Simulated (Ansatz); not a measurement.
One change: `[GaH2][GeH3]` becomes `[OH][GaH][GeH3]`.

Ansatz, PBE0-D4/def2-TZVP geometries, multiplicity 1. Each molecule was computed in one conformer, which needn't be the lowest.

Scalar relativity is left out up to krypton.

```
                                          property  `[GaH2][GeH3]`
             HOMO energy (ωB97M-V/def2-TZVPP) / eV           -9.62
             LUMO energy (ωB97M-V/def2-TZVPP) / eV           -0.40
               HOMO–LUMO gap (PBE/def2-TZVPP) / eV            3.65
                HOMO energy (PBE0/def2-TZVPP) / eV           -7.60
                 HOMO energy (PBE/def2-TZVPP) / eV           -6.55
size of the dipole moment (ωB97M-V/def2-TZVPP) / D            0.34
```

What does the change do to each property? (An estimate is asked.)

Computed: 
| property | `[OH][GaH][GeH3]` | shift |
| --- | --- | --- |
| HOMO energy (ωB97M-V/def2-TZVPP) / eV | -9.71 | -0.09 |
| LUMO energy (ωB97M-V/def2-TZVPP) / eV | 0.21 | 0.61 |
| HOMO–LUMO gap (PBE/def2-TZVPP) / eV | 4.27 | 0.62 |
| HOMO energy (PBE0/def2-TZVPP) / eV | -7.67 | -0.07 |
| HOMO energy (PBE/def2-TZVPP) / eV | -6.54 | 0.01 |
| size of the dipole moment (ωB97M-V/def2-TZVPP) / D | 1.29 | 0.95 |

With PBE0 the HOMO falls by 0.07 eV and the LUMO rises by 0.59 eV, so the gap widens by about 0.66 eV. PBE moves the HOMO by 0.01 eV and ωB97M-V by -0.09 eV. Dipoles are sizes alone; their direction can turn.
